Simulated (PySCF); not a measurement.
**Worked example: entropy of an ideal gas**

silene anion (CH4Si), SMILES C=[SiH2] (connectivity only; charge and spin as stated), charge -1, multiplicity 2.

Geometry: PBE0-D3(BJ)/def2-TZVPD. The multiplicity is an assumed one; other spin states were not compared.

PBE0-D3(BJ)/def2-TZVPD (PySCF 2.14.0) gives the harmonic wavenumbers 299, 484, 578, 581, 775, 840, 905, 1364, 1963, 1976, 3072, 3146 cm⁻¹ and the rotational temperatures 4.1712, 0.6417, 0.5926 K. The molar mass is 44.13 g/mol, the symmetry number 1, the spin multiplicity 2.

Task: Work out the entropy at 298.15 K and 1 atm in the rigid-rotor, harmonic-oscillator model.

Result: 
Translation (Sackur–Tetrode at 1 atm): S = R[1.5 ln M + 2.5 ln T − 1.16487] = 156.0 J/(mol K).
Rotation: q = (√π/σ) T^1.5/√(θA θB θC) = 7250, S = R[ln q + 3/2] = 86.4 J/(mol K).
Vibration: with u = 1.4388 ν/T, each mode gives R[u/(e^u − 1) − ln(1 − e^−u)]:
```
ν (cm⁻¹)  modes     u  S (J/(mol K))
--------  -----  ----  -------------
299           1  1.44           5.95
484           1  2.34           2.93
578           1  2.79           2.05
581           1  2.80           2.02
775           1  3.74           0.96
840           1  4.05           0.74
905           1  4.37           0.57
1364          1  6.58           0.09
1963          1  9.47           0.01
1976          1  9.54           0.01
```
The stiffer modes add less than 0.005 each. Sum 15.3 J/(mol K).
Spin: R ln 2 = 5.8 J/(mol K).
Total 263.4 J/(mol K); the program's own thermochemistry gives 263.4. Translation makes up 59 % and vibration 6 %. Anharmonicity, hindered rotation and orbital degeneracy are left out.
